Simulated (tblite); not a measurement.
C₂H₅F₃SSi.
Bonds: F1–C2, C2–F3, C2–F4, C2–C5, C5–Si6, Si6–S7. Hydrogens: H8, H9 on C5; H10, H11 on Si6; H12 on S7.

The geometry is computed with GFN2-xTB (gas phase).

(1) List the bond lengths, angles and torsions at this level.

## Answers

(1) 
| bond | length (pm) |
| --- | --- |
| F1–C2, C2–F3, C2–F4 | 134.5 |
| C2–C5 | 149.4 |
| C5–Si6 | 190.2 |
| Si6–S7 | 214.4 |
| C5–H8, C5–H9 | 109.0 |
| Si6–H10, Si6–H11 | 145.7 |
| S7–H12 | 132.2 |

Bonds in one row agree within 1 pm and their mean is given. A selection of angles:
| angle | degrees |
| --- | --- |
| F1–C2–F3 | 106.1 |
| F1–C2–C5 | 112.5 |
| F3–C2–C5 | 113.5 |
| C2–C5–Si6 | 108.8 |
| C2–C5–H8 | 108.0 |
| Si6–C5–H8 | 111.9 |
| H8–C5–H9 | 107.9 |
| C5–Si6–S7 | 103.3 |
| C5–Si6–H10 | 110.4 |
| S7–Si6–H10 | 109.5 |
| H10–Si6–H11 | 113.3 |
| Si6–S7–H12 | 96.2 |

Torsions: F1–C2–C5–Si6 -60° (synclinal); C2–C5–Si6–S7 180° (antiperiplanar); H12–S7–Si6–C5 180° (antiperiplanar).

Si6 (SiH2 silicon) is distorted tetrahedral (angles from 103.3° to 113.3°). All 3 C–F bonds measure 1.343 to 1.346 Å.

Point group: Cs (tolerance 0.08 Å). Its GFN2-xTB frequencies are all real (lowest 30 cm⁻¹). One conformer, not necessarily the lowest (C2–C5–Si6–S7 180°, C5–Si6–S7–H 180°). 3 starts were optimised and ended at 0.00, 0.58 and 1.11 kcal/mol (GFN2-xTB); the lowest of these is shown.
